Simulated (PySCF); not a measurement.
Ru²⁺ (ruthenium, charge +2) across methods

[Kr] 4d5 5s1, high-spin 7S determinant (an excited configuration). Computed with PySCF 2.14 in def2-TZVPPD with the def2 core potential (28 electrons) (6s4p3d2f1g, 56 functions), with scalar relativity through the core potential.

| method | E (hartree) | mean ε 4p β (eV) | mean ε 4d α (eV) | mean ε 5s α (eV) | Σ⟨r²⟩ (bohr²) | ⟨S²⟩ |
| --- | --- | --- | --- | --- | --- | --- |
| r2SCAN | -93.8471 | -70.001 | -29.817 | -21.959 | 31.63 | 12.000 |
| TPSSh | -93.7624 | -70.426 | -30.008 | -21.810 | 31.73 | 12.000 |
| PBE | -93.7950 | -69.228 | -29.197 | -21.688 | 31.77 | 12.000 |
| HSE06 | -93.7860 | -71.326 | -30.797 | -22.061 | 31.72 | 12.000 |
| PBE0 | -93.7878 | -71.740 | -31.228 | -22.423 | 31.70 | 12.000 |
| LDA | -93.5628 | -69.249 | -29.246 | -22.034 | 31.91 | 12.000 |
| wB97M-V | -93.7094 | -74.613 | -33.546 | -24.383 | 31.72 | 12.000 |
| B97-3 | -93.7918 | -72.084 | -31.147 | -22.288 | 31.67 | 12.000 |

Question: Estimate the same row for UHF.

Answer: E (hartree) = -93.24855; mean ε 4p β (eV) = -77.769; mean ε 4d α (eV) = -36.534; mean ε 5s α (eV) = -24.185; Σ⟨r²⟩ (bohr²) = 31.81; ⟨S²⟩ = 12.001.

Energies and moments cover only the electrons outside the core potential.
